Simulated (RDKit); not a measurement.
Job for RDKit: MMFF94 on C4H12 (a complex), monomers drawn apart or pushed together.

```python
from rdkit import Chem
from rdkit.Chem import AllChem, rdDetermineBonds

blocks = [
'''5

C     0.01762363    0.15924781    0.17468270
H     0.11246673    0.26709414   -0.90488551
H    -0.89601535   -0.38639794    0.40612942
H     0.87463858   -0.38907786    0.56258783
H    -0.02230556    1.14428219    0.63701222
''',
'''11

C     0.41011947   -1.37352083    5.10358245
C     0.47945700    0.14546649    5.23538161
C    -0.89846063    0.80172243    5.22402821
H     1.40491687   -1.82324854    5.11032544
H    -0.15991486   -1.81262326    5.92621144
H    -0.08065831   -1.66309049    4.17151749
H     1.08334929    0.55395152    4.42027703
H     1.00032442    0.40750695    6.16117578
H    -0.82729584    1.88719924    5.31676794
H    -1.42924753    0.58031871    4.29522369
H    -1.51349120    0.43608504    6.05017747
''',
]
mol = None
for b in blocks:
    f = Chem.MolFromXYZBlock(b)
    rdDetermineBonds.DetermineBonds(f, charge=0)
    mol = f if mol is None else Chem.CombineMols(mol, f)
Chem.SanitizeMol(mol)
print(Chem.MolToSmiles(Chem.RemoveHs(mol)))
ff = AllChem.MMFFGetMoleculeForceField(mol, AllChem.MMFFGetMoleculeProperties(mol), nonBondedThresh=100.0, ignoreInterfragInteractions=False)
e = ff.CalcEnergy()
print(f'MMFF94 energy {e:.6f} kcal/mol')
```

Program output:

```
C.CCC
MMFF94 energy -4.915936 kcal/mol
```

The run finished.

Cost: very roughly 0.020 core-seconds.
